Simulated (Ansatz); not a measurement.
`[CH3][Ti]([OH])([OH])[Cl]` + `Cl[SiH2][GeH3]` → `[CH3][Ti]([OH])([Cl])[Cl]` + `O[SiH2][GeH3]`  (redistribution)

Computed with Ansatz on PBE0-D4/def2-TZVP structures; ΔE is electronic, products minus reactants. CCSD(T)/CBS is the MP2 limit (def2-TZVPP, def2-QZVPP) plus CCSD(T) − MP2 in def2-TZVPP, frozen cores. DFT in def2-TZVPP. B3LYP here is the variant with VWN-RPA as its local correlation; programs differ in this. For Ge, Ti outer-core shells are correlated without core-valence functions, which leaves a few kJ/mol of doubt a bond. Scalar relativity is left out up to krypton. Each species was taken in one conformer, which may not be the lowest.

```json
{"level": "r2SCAN-D4", "ΔE (kJ/mol)": "-15.7"}
{"level": "B3LYP-D4", "ΔE (kJ/mol)": "-15.7"}
{"level": "r2SCANh-D4", "ΔE (kJ/mol)": "-16.1"}
{"level": "BHLYP-D4", "ΔE (kJ/mol)": "-18.6"}
{"level": "BLYP", "ΔE (kJ/mol)": "-13.6"}
{"level": "CCSD/def2-TZVPP", "ΔE (kJ/mol)": "-15.6"}
{"level": "MP2/CBS(def2)", "ΔE (kJ/mol)": "-20.0"}
{"level": "CCSD/CBS(def2)", "ΔE (kJ/mol)": "-14.6"}
```

Task: What does CCSD(T)/CBS give? (Best estimate.)

Result: The calculation gave: -15.9 kJ/mol. The listed levels differ from it by 0.2, 0.2, -0.2, -2.7, 2.3, 0.3, -4.1, 1.3 kJ/mol.

Task: What do rigid-rotor, harmonic-oscillator terms from PBE0-D4/def2-TZVP frequencies (298.15 K, 1 bar) make of the CCSD(T)/CBS value? (Estimate.)

Result: Ansatz gave: ΔZPE = +1.6 kJ/mol, ΔH = -14.2 kJ/mol, ΔS = 2 J/(mol·K), ΔG = -14.8 kJ/mol.

Largest T1 diagnostic among the species: 0.022, so the coupled-cluster value is less sure than usual.

From BLYP to BHLYP (50 % exact exchange), in def2-TZVPP and without D4, ΔE moves by −4.9 kJ/mol. At CCSD(T), def2-SVP lies +12.6 kJ/mol from the extrapolated value and def2-TZVPP −1.0 kJ/mol.
